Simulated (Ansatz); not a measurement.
Species: GeF₂, charge 1, doublet. GeF2+ (parent SMILES [F][Ge][F], doublet).
B3LYP-D3(BJ)/def2-TZVP minimum from Ansatz (a quantum-chemistry and plane-wave program):
```xyz
3

Ge     0.0047    -0.0052     0.3173
F      0.6954     1.2706    -0.5538
F     -0.7122    -1.2520    -0.5744
```
Charge +1, spin multiplicity 2.

Total energies in cc-pVTZ, 17 correlated electrons, 16 frozen orbitals. Open shells are spin-unrestricted; no spin-orbit coupling. Correlated methods leave the cores frozen (noble-gas shells, and filled d and f shells in the p block). No relativity. The spin of F2Ge+ (parent SMILES [F][Ge][F], doublet) was assumed, and the state is the lowest solution found for it.

```tsv
method	program	energy (Eh)	minus CCSDT(Q) (mEh)
HF	Ansatz	-2274.05721	599.61
MP2	Ansatz	-2274.63788	18.95
CCSD	Ansatz	-2274.63481	22.01
CCSD(T)	Ansatz	-2274.65519	1.64
CCSDT(Q)	Ansatz	-2274.65683	0.00
```

Rough core times of Ansatz's runs on a shared machine: CCSD(T) 30 s, CCSDT(Q) 30 min.
